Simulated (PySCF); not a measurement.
Predicted microwave data (PBE0-D3(BJ)/def2-SVP geometry optimisation, gas phase in PySCF 2.14.0) for one isomer of C6H10OSi:

```
Rotational constants : A = 3489, B = 975.0, C = 802.9 MHz
Dipole components    : |μa| = 0.34 D, |μb| = 0.26 D, |μc| = 0.11 D
Inertial defect      : -33.75 u·Å²
κ                    : -0.87
```

Problem. Which candidate fits, each taken in the one conformer that was computed?
A. `[CH2:1]=[CH:2][C:3](=[CH2:4])[C:5](=[CH2:6])[O:7][SiH3:8]` with C1–C2–C3–C4 -158°, C2–C3–C5–C6 28°, C3–C5–O7–Si8 -177°
B. `[CH3:1][C:2](=[O:3])/[CH:4]=[CH:5]/[CH:6]=[CH:7]/[SiH3:8]` with C1–C2–C4–C5 -179°, C4–C5–C6–C7 180°

Solution. A. It is C=CC(=C)C(=C)O[SiH3], an asymmetric top, point group C1. The candidates at the same level (rigid rotor, commonest isotopes):

```json
{"SMILES": "C=CC(=C)C(=C)O[SiH3]", "A (MHz)": "3489", "B (MHz)": "975.0", "C (MHz)": "802.9", "μa (D)": "0.34", "μb (D)": "0.26", "μc (D)": "0.11", "Δ (u·Å²)": "-33.75", "point group": "C1", "rotor": "asymmetric top"}
{"SMILES": "CC(=O)/C=C/C=C/[SiH3]", "A (MHz)": "7740", "B (MHz)": "478.1", "C (MHz)": "453.9", "μa (D)": "0.58", "μb (D)": "2.33", "μc (D)": "0.01", "Δ (u·Å²)": "-9.04", "point group": "near Cs", "rotor": "near-prolate asymmetric top"}
```

`CC(=O)/C=C/C=C/[SiH3]` has A 122 % too high. No structure here is proved a minimum.
